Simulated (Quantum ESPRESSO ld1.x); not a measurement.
The run below uses ld1.x (Quantum ESPRESSO 7.5).

```
 &input
    zed=35.0,
    iswitch=1,
    rel=1,
    dft='REVPBE',
    config='[Ar] 3d10 4s2 4p4',
    verbosity='high',
    prefix='ld1',
    max_out_wfc=37,
    file_charge='ld1.rho',
 /
```

Command: `OMP_NUM_THREADS=1 ld1.x < ld1.in > ld1.out`

It prints (banner and zero overlaps left out):

```
     Program LD1 v.7.5 starts

     --------------------------- All-electron run ----------------------------

     scalar relativistic calculation

     atomic number is 35.00
     dft =REVPBE   lsd =0 sic =0 latt =0  beta=0.20 tr2=1.0E-14
     Exchange-correlation= REVPBE
                           (   1   4   4   4   0   0   0)
     mesh =2021 r(mesh) =  99.94819 a.u. xmin = -8.00 dx = 0.00800
     1 Ry =  13.60569312 eV, c = 137.03599908

     n l     nl                  e(Ry)          e(Ha)          e(eV)
     1 0     1S 1( 2.00)    -979.758636501    -489.879318250 -13330.2953428
     2 0     2S 1( 2.00)    -128.217676010     -64.108838005  -1744.4903527
     2 1     2P 1( 6.00)    -113.166788001     -56.583394000  -1539.7125893
     3 0     3S 1( 2.00)     -18.327236978      -9.163618489   -249.3547621
     3 1     3P 1( 6.00)     -13.574959192      -6.787479596   -184.6967289
     3 2     3D 1(10.00)      -5.722329614      -2.861164807    -77.8562607
     4 0     4S 1( 2.00)      -2.230167555      -1.115083777    -30.3429754
     4 1     4P 1( 4.00)      -1.281349337      -0.640674669    -17.4336459

     final scf error:  5.9E-15 reached in  38 iterations

     Etot =   -5212.254149 Ry,   -2606.127075 Ha,  -70916.330434 eV

     Ekin =    5325.126350 Ry,    2662.563175 Ha,   72452.034966 eV
     Encl =  -12540.936447 Ry,   -6270.468224 Ha, -170628.132776 eV
     Eh   =    2187.436404 Ry,    1093.718202 Ha,   29761.588440 eV
     Exc  =    -183.880457 Ry,     -91.940228 Ha,   -2501.821064 eV
```

Run on one thread of a shared host, so times are rough (Intel(R) Xeon(R) Processor @ 2.60GHz): 0.49 s of CPU time, 1.3 s wall, 38 iterations on 2021 mesh points.
